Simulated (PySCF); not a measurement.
C2H6BGe, CH4BGeN, CH5BGeN, CH3BGe (calculated)

Calculation on a computer-drawn molecule: the log of a Hartree-Fock and frozen-core CCSD(T) single point meant for a local Hartree-Fock minimum, with one planted fault or none, to be diagnosed. Offsets are logged minus clean, where the clean run is the same molecule without the fault. The reference is restricted for singlets and unrestricted otherwise, and also for a bond in bohr or an excited solution. Adding or removing an electron swaps singlet and doublet. The excited solution moves the top pair (singlet) or top alpha electron (doublet) to the lowest empty orbital. Highest occupied and lowest empty are orbital energies over both spins, largest force is the largest gradient component, triples share is (T) over the correlation energy, the T1 limit is 0.02 restricted and 0.045 unrestricted, electrons count all cores, a negative frequency is imaginary (commonest isotopes), and the dipole is about the centre of nuclear charge; on germanium a core potential holds 10 electrons, which the energies leave out, and 3d is frozen in MP2 and coupled-cluster steps. Program: PySCF 2.14.0.

Common to all runs: meant basis cc-pVDZ; meant basis and core potential on germanium cc-pVDZ-PP ECP10MDF; logged SCF converged yes; logged SCF stable within its kind yes; possible faults no fault, one electron removed, one electron added, multiplicity raised by two, geometry at a saddle point, SCF held on an excited solution, minimal basis STO-3G, one bond length entered in bohr, all coordinates scaled.

(1) 
```xyz
10
formula=C2H6BGe meant_charge=0 meant_multiplicity=2 logged_electrons=55 logged_basis_functions=95 logged_spin_squared=1.5208 logged_highest_occupied=-6.1717 logged_lowest_empty=0.69595 logged_largest_force=0.066427 logged_CC_converged=no logged_dipole_magnitude=2.6594 logged_energy_HF=-397.13575 planted_fault=all_coordinates_scaled,by_+5.3_% HF_energy_offset_from_clean_run=49.65
C     -0.4308     1.3092    -0.5484
B     -1.5529     0.4239    -0.8475
C     -2.7394    -0.6011    -1.2133
Ge    -1.9158    -2.2262    -2.2646
H     -0.5640     2.2894     0.0227
H      0.6369     1.0631    -0.8721
H     -3.2485    -1.0412    -0.2814
H     -3.5315    -0.1349    -1.9037
H     -0.8413    -3.0199    -1.3558
H     -1.2412    -1.7389    -3.6496
```

Units: logged_highest_occupied, logged_lowest_empty in eV; logged_largest_force in hartree/bohr; logged_dipole_magnitude in debye; logged_energy_HF in hartree; HF_energy_offset_from_clean_run in kcal/mol.

Drawn bonds:
```
atom  other atom  order
   1           2      2
   2           3      1
   3           4      1
   1           5      1
   1           6      1
   3           7      1
   3           8      1
   4           9      1
   4          10      1
```

Notes: CCSD not converged.

(2) 
```xyz
8
formula=CH4BGeN meant_charge=0 meant_multiplicity=1 logged_electrons=54 logged_basis_functions=85 logged_spin_squared=2.0354 logged_highest_occupied=-5.2857 logged_lowest_empty=-0.84172 logged_largest_force=0.1321 logged_dipole_magnitude=8.5159 logged_energy_HF=-412.62131 planted_fault=multiplicity_raised_by_two HF_energy_offset_from_clean_run=45.08
C     -1.5569    -1.7224    -1.2450
B     -0.9296    -0.6895    -0.5571
N     -0.3116     0.3407     0.1285
Ge    -1.0915     1.8209     0.9754
H     -1.7504    -1.6662    -2.3101
H     -1.8818    -2.6281    -0.7460
H      0.6912     0.2887     0.1807
H     -2.5639     1.4036     0.5948
```

Units: logged_highest_occupied, logged_lowest_empty in eV; logged_largest_force in hartree/bohr; logged_dipole_magnitude in debye; logged_energy_HF in hartree; HF_energy_offset_from_clean_run in kcal/mol.

Drawn bonds:
```
atom  other atom  order
   1           2      2
   2           3      1
   3           4      1
   1           5      1
   1           6      1
   3           7      1
   4           8      1
```

Notes: coupled-cluster numbers left out as unreliable.

(3) 
```xyz
9
formula=CH5BGeN meant_charge=1 meant_multiplicity=1 logged_electrons=54 logged_basis_functions=90 logged_spin_squared=2.0167 logged_highest_occupied=-11.81 logged_lowest_empty=-5.3823 logged_largest_force=0.10253 logged_T1_diagnostic=0.020224 logged_D1_diagnostic=0.10031 logged_triples_share=0.028727 logged_CC_converged=yes logged_dipole_magnitude=3.5425 logged_energy_HF=-412.93399 logged_energy_CCSD(T)=-413.40903
C     -0.5201    -1.6099    -1.6298
B      0.0823    -1.2485    -0.4367
Ge     0.9259    -0.7816     1.2985
N      1.8005     0.7029     1.5009
H     -0.4825    -0.9826    -2.5159
H     -1.0632    -2.5451    -1.7372
H      0.8716    -1.6513     2.5273
H      1.9263     1.3877     0.7769
H      2.2344     0.9574     2.3711
```

Units: logged_highest_occupied, logged_lowest_empty in eV; logged_largest_force in hartree/bohr; logged_dipole_magnitude in debye; logged_energy_HF, logged_energy_CCSD(T) in hartree.

Drawn bonds:
```
atom  other atom  order
   1           2      2
   2           3      1
   3           4      1
   1           5      1
   1           6      1
   3           7      1
   4           8      1
   4           9      1
```

(4) 
```xyz
6
formula=CH3BGe meant_charge=0 meant_multiplicity=1 logged_electrons=45 logged_basis_functions=66 logged_spin_squared=1.0281 logged_highest_occupied=-14.87 logged_lowest_empty=-6.4707 logged_largest_force=0.049522 logged_T1_diagnostic=0.063572 logged_D1_diagnostic=0.23456 logged_triples_share=0.029948 logged_CC_converged=yes logged_dipole_magnitude=5.5958 logged_energy_HF=-357.3149 logged_energy_CCSD(T)=-357.60291
C     -1.4969    -0.0074    -1.4713
B     -0.4842     0.6993    -0.8182
Ge     0.9962     1.6588     0.2352
H     -1.8713     0.2805    -2.4487
H     -1.9605    -0.8843    -1.0290
H      1.1580     2.7180    -0.9286
```

Units: logged_highest_occupied, logged_lowest_empty in eV; logged_largest_force in hartree/bohr; logged_dipole_magnitude in debye; logged_energy_HF, logged_energy_CCSD(T) in hartree.

Drawn bonds:
```
atom  other atom  order
   1           2      2
   2           3      1
   1           4      1
   1           5      1
   3           6      1
```

Notes: T1 above single-reference limit.

**Q.** Which fault was planted in the run of CH5BGeN (entry 3)?
**A.** multiplicity raised by two

**Q.** Which fault was planted in the run of CH3BGe (entry 4)?
**A.** one electron removed

Further results for CH5BGeN (entry 3):

| Property | Result |
| --- | --- |
| HF energy offset from clean run | 35.96 kcal/mol |
| CCSD(T) energy offset from clean run | 60.5 kcal/mol |

Further results for CH3BGe (entry 4):

| Property | Result |
| --- | --- |
| HF energy offset from clean run | 170.8 kcal/mol |
| CCSD(T) energy offset from clean run | 202.6 kcal/mol |
